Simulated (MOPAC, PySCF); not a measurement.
C₂H₃BO, SMILES `B=CC=O`, neutral singlet in the gas phase. 

Cartesian coordinates (Å):
```xyz
7

B      1.4636    -0.1265     0.3846
C      0.1386    -0.4399     0.0887
C     -1.0523     0.3895     0.3338
O     -2.1909     0.0526     0.0485
H      2.5814     0.1527     0.6411
H     -0.0809    -1.4076    -0.3814
H     -0.8596     1.3791     0.8109
```
Charge 0, spin multiplicity 1.

All levels are single points at this geometry (PBE-D3(BJ)/def2-TZVP); Pople sets use spherical d functions. Orbital energies aren't observables, and empty levels follow the basis.

```
level                          HOMO (eV)  LUMO (eV)  gap (eV)  dipole (D)  vertical IE, Delta-SCF (eV)
-----------------------------  ---------  ---------  --------  ----------  ---------------------------
PBE-D3(BJ)/def2-TZVP in PySCF      -5.77      -3.42      2.35        4.01                            –
B3LYP/3-21G in PySCF               -6.58      -2.30      4.28        3.63                            –
B3LYP/6-31G* in PySCF              -6.71      -2.27      4.44        4.08                         9.59
BP86/6-31G* in PySCF               -5.50      -3.12      2.38        3.76                            –
M06-2X/6-31G* in PySCF             -8.33      -1.07      7.26        4.23                            –
HF/3-21G in PySCF                  -9.58       1.65     11.23        4.55                            –
HF/6-31G* in PySCF                 -9.61       1.77     11.37        4.93                            –
AM1 in MOPAC                       -9.34       0.62      9.96        5.36                            –
PM7 in MOPAC                       -9.76      -0.91      8.86        4.24                            –
```
